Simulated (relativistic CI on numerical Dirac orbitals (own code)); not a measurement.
**Forbidden lines of Pm XXIV**

Method of calculation: Dirac-Coulomb-Breit CI, separate exchange-only KLI orbitals for each configuration, a model potential for QED, unscaled Slater integrals (own radial code, finite nucleus).

Configuration list (outside the closed core [Ar] 3d10): 4s2 4p6 4d2, 4s2 4p5 4d3, 4s2 4p6 4d 4f, 4s 4p6 4d3, 4s2 4p5 4d2 4f, 4s 4p6 4d2 4f, 4s2 4p6 4d 5s, 4s2 4p6 4d 5p, 4s2 4p6 4f 5s, 4s2 4p6 4d 5d, 4s2 4p5 4d2 5s, 4s2 4p6 5s 5p, 4s2 4p6 4d 5f, 4s2 4p6 4d 5g, 4s2 4p6 4d 6s, 4s 4p6 4d2 5s, 4s2 4p6 4d 6d, 4s2 4p6 4d 6g, 4s2 4p6 4f2, 4s2 4p5 4f3, 4s 4p6 4f3, 4p6 4d4, 4p5 4d5, 4p5 4d4 4f, 4s2 4p6 4f 5p, 4s2 4p5 4f2 5p, 4s 4p6 4f2 5p, 4s2 4p6 5s2, 4s2 4p5 4f 5s2, 4s 4p6 4f 5s2, 4s2 4p6 5p2, 4s2 4p5 4f 5p2, 4s 4p6 4f 5p2, 4p6 4d3 5s, 4p5 4d4 5s, 4p5 4d3 4f 5s, 4s 4p6 4d 5s2, 4s 4p5 4d 4f 5s2, 4p6 4d 4f 5s2. Double excitations out of closed p, d and f shells are left out; levels of such configurations are missing from the list, as are those of other unlisted configurations, and high levels can miss mixing partners. These lack a partner that the ground configuration has and come out too high: 4s2 4p5 4d2 5s, 4s 4p6 4d2 5s.

| λ vac (nm) | Lower | Upper | Type | A (s⁻¹) | E lower (cm⁻¹) | E upper (cm⁻¹) |
| --- | --- | --- | --- | --- | --- | --- |
| 5.3956 | 4s2 4p6 4d2 3F_2 [1] | 4s2 4p6 4d 5s 3D_1 [159] | E2 | 5.26e+07 | 0 | 1853379 |
| 5.5208 | 4s2 4p6 4d2 3F_3 [2] | 4s2 4p6 4d 5s 3D_1 [159] | E2 | 3.46e+07 | 42031 | 1853379 |
| 5.5954 | 4s2 4p6 4d2 3P_2 [4] | 4s2 4p6 4d 5s 3D_1 [159] | E2 | 3.57e+07 | 66204 | 1853379 |
| 5.6153 | 4s2 4p6 4d2 3P_1 [6] | 4s2 4p6 4d 5s 3D_1 [159] | E2 | 3.46e+07 | 72533 | 1853379 |
| 9.1888 | 4s2 4p5 4d3 3I°_7 [40] | 4s2 4p5 4d2 4f 3L_9 [287] | M2 | 4.69e+02 | 994299 | 2082586 |
| 9.3683 | 4s2 4p6 4d2 1G_4 [7] | 4s2 4p6 4d 4f 3H°_6 [87] | M2 | 3.98e+03 | 108196 | 1175626 |
| 9.8667 | 4s2 4p5 4d3 3I°_7 [40] | 4s2 4p5 4d2 4f 5K_9 [217] | M2 | 3.23e+03 | 994299 | 2007811 |
| 10.365 | 4s2 4p6 4d2 3F_4 [5] | 4s2 4p5 4d3 3H°_6 [53] | M2 | 5.77e+02 | 66966 | 1031713 |
| 10.427 | 4s2 4p6 4d2 3F_4 [5] | 4s2 4p5 4d3 3H°_6 [51] | M2 | 8.71e+02 | 66966 | 1026055 |
| 10.828 | 4s2 4p6 4d2 1G_4 [7] | 4s2 4p5 4d3 3H°_6 [53] | M2 | 9.23e+02 | 108196 | 1031713 |
| 37.416 | 4s2 4p5 4d3 3H°_5 [39] | 4s2 4p5 4d3 1I°_6 [106] | M1 | 6.60e+03 | 993958 | 1261222 |
| 37.464 | 4s2 4p5 4d3 3I°_7 [40] | 4s2 4p5 4d3 1I°_6 [106] | M1 | 1.62e+05 | 994299 | 1261222 |
| 42.523 | 4s2 4p5 4d3 3H°_6 [51] | 4s2 4p5 4d3 1I°_6 [106] | M1 | 3.82e+04 | 1026055 | 1261222 |
| 43.571 | 4s2 4p5 4d3 3H°_6 [53] | 4s2 4p5 4d3 1I°_6 [106] | M1 | 3.44e+04 | 1031713 | 1261222 |
| 54.166 | 4s2 4p5 4d3 3G°_5 [66] | 4s2 4p5 4d3 1I°_6 [106] | M1 | 1.26e+04 | 1076604 | 1261222 |
| 87.385 | 4s2 4p6 4d2 3P_1 [6] | 4s2 4p6 4d2 1S_0 [9] | M1 | 1.04e+04 | 72533 | 186969 |
| 94.164 | 4s2 4p5 4d3 5G°_5 [18] | 4s2 4p5 4d3 3H°_6 [51] | M1 | 6.28e+02 | 919857 | 1026055 |
| 130.08 | 4s2 4p6 4d2 3F_3 [2] | 4s2 4p6 4d2 3P_2 [8] | M1 | 6.06e+02 | 42031 | 118905 |
| 151.05 | 4s2 4p6 4d2 3F_2 [1] | 4s2 4p6 4d2 3P_2 [4] | M1 | 1.05e+03 | 0 | 66204 |
| 151.14 | 4s2 4p6 4d2 3F_3 [2] | 4s2 4p6 4d2 1G_4 [7] | M1 | 1.99e+03 | 42031 | 108196 |
| 159.49 | 4s2 4p5 4d3 3G°_5 [31] | 4s2 4p5 4d3 3H°_6 [53] | M1 | 9.17e+02 | 969015 | 1031713 |
| 167.45 | 4s2 4p5 4d3 5G°_6 [22] | 4s2 4p5 4d3 3I°_7 [40] | M1 | 3.99e+02 | 934578 | 994299 |
| 176.61 | 4s2 4p5 4d3 5G°_6 [33] | 4s2 4p5 4d3 3H°_6 [53] | M1 | 1.27e+03 | 975090 | 1031713 |
| 181.05 | 4s2 4p5 4d3 5G°_5 [18] | 4s2 4p5 4d3 5G°_6 [33] | M1 | 5.35e+02 | 919857 | 975090 |
| 189.75 | 4s2 4p6 4d2 3P_2 [4] | 4s2 4p6 4d2 3P_2 [8] | M1 | 1.71e+03 | 66204 | 118905 |
| 215.65 | 4s2 4p6 4d2 3P_1 [6] | 4s2 4p6 4d2 3P_2 [8] | M1 | 6.77e+02 | 72533 | 118905 |
| 237.92 | 4s2 4p6 4d2 3F_2 [1] | 4s2 4p6 4d2 3F_3 [2] | M1 | 1.59e+03 | 0 | 42031 |
| 242.54 | 4s2 4p6 4d2 3F_4 [5] | 4s2 4p6 4d2 1G_4 [7] | M1 | 5.30e+02 | 66966 | 108196 |
| 246.84 | 4s2 4p5 4d3 5G°_6 [22] | 4s2 4p5 4d3 5G°_6 [33] | M1 | 9.35e+02 | 934578 | 975090 |
| 401.04 | 4s2 4p6 4d2 3F_3 [2] | 4s2 4p6 4d2 3F_4 [5] | M1 | 2.06e+02 | 42031 | 66966 |

Terms are leading LS components. Brackets give the number of a level in order of energy, since labels repeat. The list gives strong lines, with weight on those to low levels, among the lowest 400 of 7480 levels, so that lines to higher ones, which can be the strongest, are missing. Levels whose partners in the same complex of configurations lie outside the list can be far off, and so can their lines. Rates are taken at the computed energies, electric ones in the length gauge.

At this charge energies of transitions that change n are usually good to better than 1 %, and those within a shell (Δn = 0) to a few per cent. Terms inside the open d or f shell come out 10 to 20 % too wide with unscaled integrals.

LS names give the leading component of a level, which can be under half, so a name can repeat, a term be missing and a line seem to break the LS rules.
